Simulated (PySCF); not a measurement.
Compound: C₃H₅I.
Cartesian coordinates in Å at the PBE0-D3(BJ)/def2-SVP level; atoms count from 1:
```xyz
9
C3H5I angstrom
C     -1.8377    0.0631   -0.1783
C     -0.6464    0.1142   -0.7796
C      0.6038   -0.3976   -0.1770
I      1.9947    1.2220    0.2834
H     -1.9525   -0.3564    0.8263
H     -2.7388    0.4381   -0.6695
H     -0.5607    0.5518   -1.7808
H      0.4392   -0.9161    0.7754
H      1.1777   -1.0373   -0.8593
```

Level of theory: PBE0-D3(BJ)/def2-SVP geometry optimisation, gas phase, def2 core potentials past Kr (PySCF 2.14.0).

Masses are those of the commonest isotopes; rigid-rotor values at the optimised geometry. The values belong to one conformer with, in the numbering `[CH2:1]=[CH:2][CH2:3][I:4]`, C1–C2–C3–I4 -113°.

**Question.** What are A, B and C (GHz)?

**Answer.** Ia = 28.77, Ib = 321.76, Ic = 331.82 u·Å²; 505379 MHz·u·Å²/I gives 17564, 1571 and 1523 MHz, that is A = 17.564, B = 1.5707, C = 1.5230 GHz.

**Question.** What kind of rotor is it?

**Answer.** A near-prolate asymmetric top; Ray's κ = -0.994.

**Question.** What does the inertial defect say?

**Answer.** Not planar: Δ = Ic − Ia − Ib = -18.70 u·Å². For a rigid frame Δ = −2 Σ m c², so Σ m c² = 9.35 u·Å² lies off the ab plane: 5.87 from hydrogen and 3.48 from heavier atoms. The atom farthest from that plane is 1.54 Å away.

**Question.** Give the other two planar moments, Paa and Pbb, and the rms extents of the mass along the axes.

**Answer.** Paa = Σ m a² = (Ib + Ic − Ia)/2 = 312.40 and Pbb = Σ m b² = (Ia + Ic − Ib)/2 = 19.42 u·Å². With the mass M = 167.94 u, the rms extents √(P/M) along a, b and c are 1.36, 0.34, 0.24 Å.

**Question.** Which lines would a microwave search look for?

**Answer.** The dipole components are |μa| = 1.66 D, |μb| = 0.66 D, |μc| = 0.07 D. The squared components, which scale the intensities, stand as 1.00 : 0.16 : 0.00 (a : b : c). Some lines, for components of 0.1 D or more:

```tsv
type	branch	J(Ka,Kc)	MHz	lower level (cm⁻¹)
a	R	1(0,1) ← 0(0,0)	3094	0.000
a	R	2(1,2) ← 1(1,1)	6140	0.637
a	R	2(0,2) ← 1(0,1)	6187	0.103
a	R	2(1,1) ← 1(1,0)	6235	0.638
b	Q	1(1,0) ← 1(0,1)	16041	0.103
b	Q	2(1,1) ← 2(0,2)	16089	0.310
b	R	1(1,1) ← 0(0,0)	19087	0.000
b	R	2(1,2) ← 1(0,1)	22134	0.103
b	Q	2(2,0) ← 2(1,1)	47981	0.846
b	Q	2(2,1) ← 2(1,2)	48124	0.841
b	R	2(2,1) ← 1(1,0)	54216	0.638
b	R	2(2,0) ← 1(1,1)	54264	0.637
```

**Question.** Estimate the classical rotational partition function at 25 K, 50 K and 100 K.

**Answer.** Point group C1, symmetry number σ = 1; q = (√π/σ)·√((kT/h)³/(ABC)), k/h = 20836.6 MHz/K: 3250 at 25 K, 9200 at 50 K, 26000 at 100 K.

Not checked by PBE0-D3(BJ)/def2-SVP frequencies. Zero-point vibration and centrifugal distortion are left out. Quadrupole hyperfine structure (127I) is left out.
